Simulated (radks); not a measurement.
Ionisation of neutral copper, [Ar] 3d10 4s1, to [Ar] 3d10 as the strength of local exchange is varied. All-electron calculation, scalar-relativistic Kohn-Sham, Slater X-alpha exchange (alpha = 2/3 is LDA exchange), no correlation, spin-polarised, spherical densities, point nucleus; open shells are filled with parallel spins first. Program: a radial shooting solver on a logarithmic mesh with Libxc functionals.

| alpha | E(Cu) (hartree) | exchange (hartree) | IE (eV) | -e of the level emptied (eV) | <r> of it (bohr) |
|---|---|---|---|---|---|
| 0.667 | -1649.75675 | -62.33328 | 7.806 | 4.488 (4s) | 2.950 |
| 0.817 | -1663.85284 | -77.08543 | 8.715 | 5.407 (4s) | 2.835 |
| 0.896 | -1671.33093 | -84.96168 | 9.215 | 5.924 (4s) | 2.777 |
| 0.977 | -1679.03698 | -93.11331 | 9.742 | 6.476 (4s) | 2.720 |
| 1.016 | -1682.76122 | -97.06548 | 10.001 | 6.750 (4s) | 2.693 |

NIST Atomic Spectra Database: 7.726 eV (measured). The central value is not met in this range of alpha.
